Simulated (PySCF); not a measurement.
**UHF on Se⁺ (selenium, charge +1)**

Configuration: [Ar] 3d10 4s2 4p3, high-spin 4S determinant. Computed with PySCF 2.14 in cc-pVDZ-DK, with scalar relativity by spin-free X2C-1e.

| Quantity | Value |
| --- | --- |
| Total energy | -2427.646845 hartree |
| One-electron energy | -3366.3664 hartree |
| Hartree (Coulomb) energy | 1025.4149 hartree |
| Exchange energy | -86.6953 hartree |
| ⟨S²⟩ | 3.7506 |
| ⟨L²⟩ | 0.000 |
| Sum of ⟨r⟩ | 22.36 bohr |
| Sum of ⟨r²⟩ | 31.34 bohr² |
| Langevin diamagnetic susceptibility | -24.8 ×10⁻⁶ cm³/mol |
| Time after the integrals | 0.05 s of wall time on 1 thread of Neoverse-V2 (shared host) |

| shell | electrons | mean orbital energy (hartree) | rms radius, mean of both spins (bohr) |
| --- | --- | --- | --- |
| 1s α | 1 | -468.44565 | 0.0508 |
| 1s β | 1 | -468.43384 | 0.0508 |
| 2s α | 1 | -62.72912 | 0.212 |
| 2s β | 1 | -62.72247 | 0.212 |
| 2p α | 3 | -55.05003 | 0.189 |
| 2p β | 3 | -55.03644 | 0.189 |
| 3s α | 1 | -9.61104 | 0.612 |
| 3s β | 1 | -9.58728 | 0.612 |
| 3p α | 3 | -7.12249 | 0.636 |
| 3p β | 3 | -7.09098 | 0.636 |
| 3d α | 5 | -2.98314 | 0.696 |
| 3d β | 5 | -2.96544 | 0.696 |
| 4s α | 1 | -1.35008 | 1.91 |
| 4s β | 1 | -1.04120 | 1.91 |
| 4p α | 3 | -0.78796 | 2.29 |

Densities and radii are taken from the X2C orbitals without a picture-change correction, which distorts them close to the nucleus.
